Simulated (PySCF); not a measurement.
Simulation results for CH3AlOSi, CH3Cl2Si, CH5BCl

All values are calculated (PySCF 2.14.0). Calculation on a computer-drawn molecule: optimised geometry and harmonic frequencies of an isolated molecule of the commonest isotopes, restricted reference for singlets and unrestricted otherwise, frozen core in MP2.

(1) CH3AlOSi

Start structure:
```xyz
7
CH3AlOSi
O     -1.0252     1.2535     1.3310
Si    -0.7338    -0.2171     1.2333
C      0.8841    -0.9497     0.8229
Al     1.6204    -0.7059    -1.0699
H     -1.7944    -1.2386     1.3655
H      1.6636    -0.4248     1.3982
H      0.9194    -2.0191     1.0704
```

Settings of this run: charge 0, multiplicity 1, method MP2 and basis cc-pV(D+d)Z.

It finds rotational constants 12.47, 2.149, 1.963 GHz; total energy -645.7901 hartree; convergence status largest gradient component 3.519e-05 hartree/bohr.

Drawn bonds:
```tsv
atom	other atom	order
1	2	2
2	3	1
3	4	1
2	5	1
3	6	1
3	7	1
```

Optimised structure:
```xyz
7
CH3AlOSi
O     -1.0499     1.2926     1.4008
Si    -0.7298    -0.2098     1.2381
C      0.8997    -0.9459     0.8360
Al     1.5704    -0.7595    -1.0834
H     -1.7847    -1.2582     1.2630
H      1.7008    -0.4022     1.3815
H      0.9276    -2.0187     1.1153
```

Modes:
```tsv
frequency (cm⁻¹)	reduced mass (dalton)
43.59	7.703
152.9	3.864
286.5	2.617
464	3.023
498.2	1.787
572.1	1.354
736	1.841
785.5	1.23
835.7	2.131
956.6	1.133
1180	11.38
1346	1.115
2254	1.044
3046	1.057
3133	1.103
```

(2) CH3Cl2Si

Start structure:
```xyz
7
CH3Cl2Si
C      1.4087    -1.6845     0.1506
Si     1.6639     0.0436     0.9612
Cl     0.3037     0.2174     2.4446
Cl     3.5715     0.2951     1.5740
H      1.6670    -2.4764     0.9307
H      2.1256    -1.8128    -0.6873
H      0.4721    -1.8173    -0.1389
```

Here we set charge 0, multiplicity 2, method HF and basis cc-pV(D+d)Z.

The calculation gives: rotational constants 4.403, 2.403, 1.664 GHz; total energy -1247.6449 hartree; spin squared 0.7538; convergence status largest gradient component 1.197e-05 hartree/bohr.

Drawn bonds:
```tsv
atom	other atom	order
1	2	1
2	3	1
2	4	1
1	5	1
1	6	1
1	7	1
```

Optimised structure:
```xyz
7
CH3Cl2Si
C      1.4493    -1.6847     0.1700
Si     1.6295     0.0245     0.9011
Cl     0.3258     0.2321     2.4967
Cl     3.5662     0.2784     1.5892
H      1.6729    -2.4376     0.9303
H      2.1405    -1.8115    -0.6658
H      0.4284    -1.8361    -0.1867
```

Modes:
```tsv
frequency (cm⁻¹)	reduced mass (dalton)
166.6	1.026
183.8	16.51
196	3.242
255.9	4.764
499.8	12.52
571.3	13.7
744	4.959
843.7	1.33
863.8	1.333
1385	1.242
1541	1.05
1543	1.051
3174	1.034
3268	1.103
3275	1.103
```

(3) CH5BCl

Start structure:
```xyz
8
CH5BCl
C     -0.6526     0.3359     2.8976
B     -1.4638    -0.3860     1.6979
Cl    -1.5685    -2.1557     2.1494
H      0.4068    -0.0574     3.0820
H     -0.5084     1.4236     2.7323
H     -1.1567     0.2863     3.8489
H     -0.7583    -0.3590     0.6319
H     -2.4948     0.0182     1.5548
```

Settings of this run: charge -1, multiplicity 1, method HF and basis aug-cc-pV(D+d)Z.

It finds rotational constants 26.2, 4.567, 4.121 GHz; total energy -525.0375 hartree; convergence status largest gradient component 2.843e-05 hartree/bohr.

Drawn bonds:
```tsv
atom	other atom	order
1	2	1
2	3	1
1	4	1
1	5	1
1	6	1
2	7	1
2	8	1
```

Optimised structure:
```xyz
8
CH5BCl
C     -0.6163     0.3736     2.9203
B     -1.3961    -0.3335     1.6864
Cl    -1.6008    -2.3400     2.1499
H      0.3849    -0.0426     3.0801
H     -0.4921     1.4474     2.7127
H     -1.1619     0.2885     3.8670
H     -0.7657    -0.3392     0.6375
H     -2.5484     0.0517     1.5408
```

Modes:
```tsv
frequency (cm⁻¹)	reduced mass (dalton)
237.5	1.075
257.7	3.738
369.8	4.481
674.4	1.083
826.7	1.536
882	1.102
960.7	2.052
1121	1.391
1148	1.229
1279	1.143
1396	1.308
1551	1.05
1566	1.053
2450	1.052
2452	1.119
3085	1.05
3140	1.083
3164	1.101
```
